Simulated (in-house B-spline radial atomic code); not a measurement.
The numbers below are computed, except where a source is named.
Quantum size effects in thin Cu films (stabilised jellium)

The positive ions are smeared into a uniform slab; the electrons are solved self-consistently in the LDA (PW92) on a fine grid across the film. Stabilised jellium adds, inside the slab, the constant potential −n de/dn that makes the bulk stable at the metal's density. No lattice, so no dependence on crystal face. Atomic units unless named. The table is for the stabilised model.

Cu: 1 valence electron per atom, density 8.96 g/cm³, mass 63.55 u, so r_s = 2.67 bohr.

| thickness (nm) | in Fermi wavelengths | filled subbands | work function (eV) | surface energy (J/m²) |
| --- | --- | --- | --- | --- |
| 0.231 | 0.500 | 1 | 3.255 | 0.456 |
| 0.289 | 0.625 | 2 | 3.795 | 0.562 |
| 0.347 | 0.750 | 2 | 4.063 | 0.560 |
| 0.405 | 0.875 | 2 | 3.925 | 0.501 |
| 0.463 | 1.000 | 2 | 3.536 | 0.490 |
| 0.520 | 1.125 | 3 | 3.778 | 0.547 |
| 0.578 | 1.250 | 3 | 3.954 | 0.541 |
| 0.636 | 1.375 | 3 | 3.875 | 0.507 |
| 0.694 | 1.500 | 3 | 3.643 | 0.502 |
| 0.751 | 1.624 | 4 | 3.775 | 0.539 |
| 0.810 | 1.750 | 4 | 3.900 | 0.533 |
| 0.867 | 1.875 | 4 | 3.851 | 0.512 |
| 0.925 | 2.000 | 4 | 3.695 | 0.509 |

Question: At what steps in thickness do new subbands fill, and why?

Answer: λ_F = 2π/k_F = 8.741 bohr = 0.463 nm. New subbands appear by 0.625, 1.125, 1.625 λ_F, each within the grid step of 1/8 λ_F; the true step is half a wavelength (0.231 nm), since a level crosses E_F each time one more half wave at k_F fits across the film.

Question: How large is the oscillation of the work function here?

Answer: It runs from 3.255 to 4.063 eV over the table, 0.81 eV within the first four rows and 0.21 eV within the last four, about a thick-film value of 3.79 eV. The grid can skip the cusp where a subband opens, so the true swing can be larger; measurement on the bulk metal gives 4.53 to 5.10 eV.

Question: The film of 7.65 bohr has subband bottoms at -9.687, -6.365 eV, measured from the vacuum level. Show that these levels and neutrality give the work function in the table.

Answer: Each subband holds (E_F − ε_j)/π electrons per bohr², spin included. Neutrality needs n L = 0.012542 × 7.65 = 0.09595, and π n L × 27.2114 = 8.202 eV. So E_F = (π n L + Σ ε_j)/2 = (8.202 + (-16.052))/2 = -3.925 eV, and the work function is 3.925 eV.
